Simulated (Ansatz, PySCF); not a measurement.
Process, species as SMILES: CO[Si](F)(F)F [trifluoro(methoxy)silane] + O (H2O) + 3 [SiH4] (SiH4) -> CO (CH4O) + 3 F[SiH3] + O[SiH3] [hydroxysilane]
Structures are relaxed separately at B3LYP-D3(BJ)/def2-TZVP in Ansatz (a quantum-chemistry and plane-wave program), one conformer each, not searched for the lowest. Frequencies are from Ansatz or PySCF.

Wanted: bond separation energy (0 K, with B3LYP-D3(BJ) harmonic zero-point energies), in kJ/mol. Valence correlation only, unless marked. No spin-orbit coupling. No relativistic terms. CBS(X,Y): correlation extrapolated as X^-3; Hartree-Fock from the larger set. The bracket is a focal-point correction in the basis named.

```json
[
 {"level": "B3LYP-D3(BJ)/def2-TZVPD", "program": "Ansatz + dftd3", "bond separation energy (kJ/mol)": "99.0"},
 {"level": "r2SCAN0/def2-TZVPD", "program": "Ansatz", "bond separation energy (kJ/mol)": "113.1"},
 {"level": "HSE06-D4/def2-TZVPD", "program": "Ansatz + dftd4", "bond separation energy (kJ/mol)": "108.8"},
 {"level": "B2PLYP/def2-TZVPD", "program": "Ansatz", "bond separation energy (kJ/mol)": "97.6"},
 {"level": "CCSD/cc-pV(D+d)Z", "program": "Ansatz", "bond separation energy (kJ/mol)": "107.2"},
 {"level": "CCSD(T)/6-31G", "program": "Ansatz", "bond separation energy (kJ/mol)": "119.4"},
 {"level": "RI-MP2/CBS(cc-pV(T+d)Z,cc-pV(Q+d)Z)+[CCSD(T)-MP2]/cc-pV(T+d)Z", "program": "Ansatz", "bond separation energy (kJ/mol)": "104.1"}
]
```
